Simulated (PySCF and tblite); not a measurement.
Results of a calculation; reference values are marked as such.
## Conformer ensemble of C5H9FS, numbered as in [CH3:1][C@@H:2]1[CH2:3][CH2:4][C@H:5]([F:6])[S:7]1

Conformers came from 60 starts (ETKDG and KDG, MMFF94s, GFN2-xTB); geometries are PBE0-D3(BJ)/def2-SVP. Energies: OLYP-D3(BJ)/def2-SVP, with GFN2-xTB thermal terms (modes under about 100 cm⁻¹ blended into free rotors). Symmetry numbers and mirror images are counted. Conformers within 2.5 kcal/mol (GFN2-xTB free energy) were kept, 4 at most. GIAO shieldings: B97-D/pcSseg-1. Shifts are against TMS (¹H), TMS (¹³C), CFCl3 (¹⁹F) at the same level; of two unlike H on one atom, a is the less shielded. Codes: tblite and PySCF.

The 5-ring runs over atoms 2–3–4–5–7.

```csv
conformer,shape,symmetry,E(GFN2) kcal/mol,E(DFT) kcal/mol,G(298.15 K) kcal/mol,weight %,dipole D
1,"5-ring between envelope and twist (ring torsions 50, -42, 19, 9, -34°)",C1,0.00,0.00,0.00,96.7,2.32
2,"5-ring envelope (ring torsions -33, 4, 20, -38, 46°)",C1,0.71,1.93,2.00,3.3,2.31
```

Weights (%) against temperature:

| T (K) | 1 | 2 | S(mix) cal/mol/K |
| --- | --- | --- | --- |
| 250 | 98.3 | 1.7 | 0.17 |
| 298.15 | 96.7 | 3.3 | 0.29 |
| 350 | 94.6 | 5.4 | 0.42 |

Averaged shifts at 298.15 K. ¹H: 6.14 (H5, 1H), 3.39 (H2, 1H), 2.25 (H4a, 1H), 1.88 (H3a, 1H), 1.76 (H4b, 1H), 1.69 (H3b, 1H), 1.44 (H1, 3H) ppm. ¹³C: 109.4 (C5), 53.6 (C2), 43.7 (C4), 38.7 (C3), 24.3 (C1) ppm. ¹⁹F: -160.2 (F6) ppm.

Coordinates of conformer 1 (Å):

```xyz
16

C     2.100    0.451    0.255
C     0.818   -0.354    0.344
C    -0.037   -0.322   -0.920
C    -1.462   -0.658   -0.509
C    -1.774    0.257    0.660
F    -2.067    1.516    0.185
S    -0.286    0.266    1.692
H     2.736    0.064   -0.559
H     1.881    1.510    0.054
H     2.681    0.393    1.187
H     1.056   -1.400    0.600
H    -0.016    0.695   -1.345
H     0.360   -1.012   -1.680
H    -2.196   -0.499   -1.313
H    -1.536   -1.706   -0.177
H    -2.630   -0.072    1.269
```

Unscaled ¹⁹F shifts at such levels can be off by tens of ppm; differences between conformers or isomers are more reliable. Shifts are unscaled: against experiment ¹³C can be off by 15 ppm or more and ¹H by 0.8 ppm.
